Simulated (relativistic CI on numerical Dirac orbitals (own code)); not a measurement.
# Hyperfine structure of Mo31+, mass number 97

Method of calculation: Dirac-Coulomb-Breit CI, orbitals from a KLI potential per configuration, model QED, unscaled Slater integrals (own radial code, finite nucleus).

Configuration list (outside the closed core [Ne]): 3s, 3p, 3d, 4s, 4p, 4d, 4f, 5s, 5p, 5d, 5f, 5g, 6s, 6p, 6d. Levels of other configurations are missing.

Nuclear spin I = 5/2, μ = -0.9324 μN, Q = 0.255 b (tables of Stone and Pyykkö). The electronic factors are computed for point nuclear moments, without core polarisation or the Bohr-Weisskopf and QED corrections.

```json
{"Level": "3s 2S_1/2", "E (eV)": "0.000", "A (GHz)": "-220.4", "B (GHz)": ""}
{"Level": "3p 2P°_1/2", "E (eV)": "70.321", "A (GHz)": "-67.78", "B (GHz)": ""}
{"Level": "3p 2P°_3/2", "E (eV)": "97.077", "A (GHz)": "-11.57", "B (GHz)": "15"}
{"Level": "3d 2D_3/2", "E (eV)": "189.256", "A (GHz)": "-5.77", "B (GHz)": "2.5"}
{"Level": "3d 2D_5/2", "E (eV)": "194.742", "A (GHz)": "-2.42", "B (GHz)": "3.42"}
{"Level": "4s 2S_1/2", "E (eV)": "821.701", "A (GHz)": "-89.22", "B (GHz)": ""}
{"Level": "4p 2P°_1/2", "E (eV)": "850.557", "A (GHz)": "-27.8", "B (GHz)": ""}
{"Level": "4p 2P°_3/2", "E (eV)": "861.332", "A (GHz)": "-4.767", "B (GHz)": "6.2"}
```

Levels with J = 0, under 50 % of one LS term, or S terms without an open s electron are left out. Small factors come from cancelling terms and can be off by tens of per cent or more.

At this charge energies of transitions that change n are usually good to better than 1 %, and those within a shell (Δn = 0) to a few per cent.

**Question.** Give the hyperfine levels of 3s 2S_1/2 relative to its centre of gravity.

**Answer.** With K = F(F + 1) − I(I + 1) − J(J + 1), E = AK/2: F = 2: 385.7, F = 3: -275.5 GHz.
